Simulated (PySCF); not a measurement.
C₂H₄F₂Si.

```xyz
9

C     -1.3904     1.2054     0.0000
C     -0.0990     0.8658     0.0000
F      0.8647     1.8264     0.0000
Si     0.5981    -0.8797     0.0000
F     -0.6855    -1.8856     0.0000
H     -2.1486     0.4205     0.0000
H     -1.7097     2.2511     0.0000
H      1.4046    -1.1243    -1.2187
H      1.4046    -1.1243     1.2187
```

Geometry optimised at TPSSh-D3(BJ)/def2-SVP. This is a generated structure with no PubChem entry under its InChIKey; it may be hypothetical. The values are those of a single conformer.

The numbers are results of PBE/pcSseg-1 in PySCF, not measurements. Non-relativistic, no solvent.

Question: Give the absolute GIAO shielding of each atom: isotropic value and principal components (ppm). (The exact figures need the calculation; the answer reports its results.)

Answer: 
| atom | σ(iso) | σ11 | σ22 | σ33 | span |
|---|---|---|---|---|---|
| C1 | 66.3 | -54.2 | 95.6 | 157.7 | 211.9 |
| C2 | 4.7 | -88.8 | 40.8 | 62.2 | 151.0 |
| F3 | 250.2 | 123.8 | 228.9 | 397.8 | 274.0 |
| Si4 | 351.7 | 291.7 | 332.3 | 431.1 | 139.4 |
| F5 | 391.8 | 368.4 | 378.5 | 428.4 | 60.0 |
| H6 | 25.7 | 23.0 | 24.8 | 29.4 | 6.5 |
| H7 | 25.4 | 21.8 | 25.1 | 29.5 | 7.6 |
| H8 | 25.9 | 23.0 | 24.4 | 30.2 | 7.2 |
| H9 | 25.9 | 23.0 | 24.4 | 30.2 | 7.2 |
